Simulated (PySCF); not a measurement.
C4H9Cl2Sn, doublet, geometry from GFN2-xTB (such geometries of metal compounds can be far from the true shape) (the spin is typed, not shown lowest) (core potentials on Sn). Base run: DF-PBE0/def2-SVP in PySCF.

Input for PySCF:
```python
from pyscf import gto, scf, dft

mol = gto.M(
    atom='''
Sn    0.81022789    0.72105670    0.28106262
C     0.15719912   -1.48779757   -0.76240123
C    -0.58408643   -1.26538112   -2.03383495
C    -1.10781266   -2.59526695   -2.62359963
C    -2.21520923   -3.21874497   -1.78679294
H     1.09432883   -2.02572516   -0.86378185
H    -0.44152109   -1.84172039    0.06901036
H    -1.43877210   -0.60732449   -1.86604510
H     0.06972827   -0.80625581   -2.77927225
H    -1.48975664   -2.38203456   -3.62402429
H    -0.27672459   -3.29665598   -2.72238262
H    -3.02007898   -2.50508840   -1.62748533
H    -1.84433898   -3.54193412   -0.81791744
H    -2.62327716   -4.08686303   -2.29969426
Cl    0.76106071    0.18939230    2.61740253
Cl   -1.23409172    1.95436718    0.07190539
''',
    basis='def2-svp',
    ecp={'Sn': 'def2-svp'},
    spin=1,
    verbose=5,
)

mf = dft.UKS(mol)
mf.xc = 'pbe0'
mf = mf.density_fit(auxbasis='def2-universal-jkfit')
mf.kernel()
```

Variants of this job, named by their change:

```tsv
change	basis functions	E (Eh)	HOMO (eV)	dipole (D)	core-seconds (rough)
base	163	-1291.71752	-6.73	4.66	80
basis = LANL2DZ	78	-190.95265	-6.95	5.81	20
basis = def2-SV(P)	136	-1291.69611	-6.74	4.65	60
basis = def2-SVPD	?	?	?	?	100
```

Problem. Complete the blanks.

Solution. 
- basis = def2-SVPD, basis functions: 238
- basis = def2-SVPD, E (Eh): -1291.74390
- basis = def2-SVPD, HOMO (eV): -6.93
- basis = def2-SVPD, dipole (D): 5.08

Totals compare only among sets that treat the same electrons; sets with core potentials leave the core out.

Open shells are given as the SCF converged; they aren't shown to be the lowest states, and a large step between rows can be another state.
